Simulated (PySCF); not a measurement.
## Sb⁺: excitation energy

Sb⁺ [Kr] 4d10 5s2 5p2 (3P) → Sb⁺ [Kr] 4d10 5s1 5p2 5d1 (high-spin determinant), as a difference of total energies. All numbers are calculated (PySCF 2.14, scalar relativity through the core potential, in aug-cc-pwCVTZ-PP with ECP28MDF (8s7p6d4f1g, 96 functions)). Correlated levels: valence: 4s2 4p6 4d10 frozen. The calculations carry no spin-orbit coupling.

| method | excitation energy (eV) |
| --- | --- |
| UHF | 14.460 |
| MP2 (valence) | 15.291 |
| SCS-MP2 (valence) | 15.680 |
| CCSD (valence) | 15.182 |
| CCSD(T) (valence) | 15.130 |

How much does correlation contribute at CCSD(T) (valence)?

15.130 − (14.460) = 0.670 eV, measured against UHF.

The promoted electron is Rydberg-like, and one or two diffuse shells describe it only roughly, which tends to raise the upper state.

The coupled-cluster amplitudes are large for the upper state (T1 above 0.03 or a double amplitude above 0.15), so a single reference is strained.

The determinant of the upper state mixes LS terms, which raises its energy above the lowest term, most at the Hartree-Fock and MP2 levels.
